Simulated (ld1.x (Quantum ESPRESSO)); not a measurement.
**Zr (Z = 40): excitation energies, all-electron against TM**

zirconium, norm-conserving Troullier–Martins (Kleinman–Bylander form), made with ld1.x (Quantum ESPRESSO) 7.5 (LDA (PZ), scalar-relativistic). Core [Ar] 3d10, reference 4s2 4p6 4d2 5s2 5p0. Waves: 4p (bound): rc 1.50 bohr; 4d (bound): rc 1.70 bohr; 4s (bound): rc 1.66 bohr. Local part: the s channel. Core correction: none.

Occupied shells without a wave of their own: 5s. They enter only through the test configuration that unscreens the potential.

Energies are relative to the spin-unpolarised reference configuration 4s2 4p6 4d2 5s2 5p0; without spin polarisation the order of configurations can differ from experiment. Spin-polarised rows fill each open shell by Hund’s rule, majority spin first.

```csv
valence configuration,charge,ΔE all-electron (eV),error AE − PS (meV)
4s2 4p6 4d2 5s1 5p0,+1,7.352,-503
4s2 4p6 4d2 5s0 5p0,+2,20.593,-1296
4s2 4p6 4d1 5s2 5p0,+1,7.822,+13
4s2 4p6 4d2 5s0 5p2,0,6.396,-697
4s2 4p6 4d2.5 5s1.5 5p0,0,0.526,-175
4s2 4p6 4d2 5s1 5p1,0,3.117,-329
4s2 4p6 4d2 5s2 5p0 (spin-polarised),0,-0.483,+12
4s2 4p6 4d2 5s1 5p0 (spin-polarised),+1,6.271,-460
```

What are ΔE and the potential's error for 4s2 4p6 4d1 5s0 5p0?

ΔE = 43.414 eV all-electron; the error (AE − PS) is -1848 meV.

The 5s level has no wave, so the channel is fitted at the deeper level alone: the likely source of the large errors.

The potential misses its own reference levels by up to 0.4 eV.
